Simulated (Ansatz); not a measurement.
Ansatz (a first-principles code) input (CAM-B3LYP/def2-TZVPD):

Ansatz 0.2 input:
```yaml
crystal:
  periodic: [false, false, false]
  atoms:
    - {symbol: C, position_ang: [1.69952952, 0.07834426, 0.06787326]}
    - {symbol: C, position_ang: [1.11299908, -1.12833926, 0.00869799]}
    - {symbol: O, position_ang: [-0.21649957, -1.33358648, -0.04876051]}
    - {symbol: Si, position_ang: [-1.37949157, -0.11792734, -0.05673882]}
    - {symbol: C, position_ang: [-0.38457180, 1.42775867, 0.02844962]}
    - {symbol: C, position_ang: [0.96025633, 1.32560970, 0.07718272]}
    - {symbol: H, position_ang: [2.77892030, 0.10940593, 0.11041375]}
    - {symbol: H, position_ang: [1.67995798, -2.05128243, 0.00257681]}
    - {symbol: H, position_ang: [-2.19146336, -0.26638478, -1.28828475]}
    - {symbol: H, position_ang: [-2.28340968, -0.33868992, 1.09748781]}
    - {symbol: H, position_ang: [-0.82903258, 2.41658960, 0.04128866]}
    - {symbol: H, position_ang: [1.56062712, 2.22979591, 0.12772367]}
basis:
  gaussian:
    orbitals: def2-TZVPD
hamiltonian:
  xc: {name: CAM-B3LYP}
output: {forces: true}
```

Output:

```
Functional definition: CAM-B3LYP
integrals: 0.33 GiB planned
1470 factors; their error is unknown
integrals: 0.37 GiB planned
604 factors; integrals over basis functions are off by at most 1.2e-5 eV
0.50 GiB of the device are held for the grids
2.02 GiB of device memory are held for the factors and their scratch space
mean field: 1.93 GiB planned
mean field evaluation 1: about -14163.0549 eV, gradient 5.9e1 eV
mean field evaluation 2: about -14162.9225 eV, gradient 6.1e1 eV
mean field evaluation 4: about -14170.3124 eV, gradient 3.7e0 eV
mean field evaluation 8: about -14170.3379 eV, gradient 6.7e-2 eV
mean field evaluation 16: about -14170.3225 eV, gradient 7.0e-4 eV
mean field -14170.32254081 eV, -520.7497483852 hartree, gradient 1.5e-5 eV, S^2 0.000000; 0 other end points of the search recorded, 0 dependent functions left out
the calculation of the forces begins
reference -14170.32269128 eV, -520.7497539150 hartree; 26, 26 occupied and 259, 259 virtual orbitals, 1470 factors
Total energy: -14170.32269128 eV, -520.7497539150 hartree
Atom 0 at     1.699530     0.078344     0.067873 Å, force    -0.146675    -0.368060    -0.016807 eV/Å
Atom 1 at     1.112999    -1.128339     0.008698 Å, force    -0.011309     0.308630     0.008918 eV/Å
Atom 2 at    -0.216500    -1.333586    -0.048761 Å, force     0.035598     0.233318     0.008443 eV/Å
Atom 3 at    -1.379492    -0.117927    -0.056739 Å, force     0.136232    -0.120485     0.001599 eV/Å
Atom 4 at    -0.384572     1.427759     0.028450 Å, force     0.330500    -0.114965     0.009253 eV/Å
Atom 5 at     0.960256     1.325610     0.077183 Å, force    -0.394595     0.058948    -0.013421 eV/Å
Atom 6 at     2.778920     0.109406     0.110414 Å, force    -0.019439    -0.014081    -0.001176 eV/Å
Atom 7 at     1.679958    -2.051282     0.002577 Å, force    -0.001420     0.021716     0.000603 eV/Å
Atom 8 at    -2.191463    -0.266385    -1.288285 Å, force     0.034750     0.011016     0.042303 eV/Å
Atom 9 at    -2.283410    -0.338690     1.097488 Å, force     0.037874     0.013473    -0.038762 eV/Å
Atom 10 at    -0.829033     2.416590     0.041289 Å, force     0.024922    -0.014907     0.000509 eV/Å
Atom 11 at     1.560627     2.229796     0.127724 Å, force    -0.026438    -0.014605    -0.001462 eV/Å
Dipole moment:     0.147113     0.156400     0.010410 e Å
```
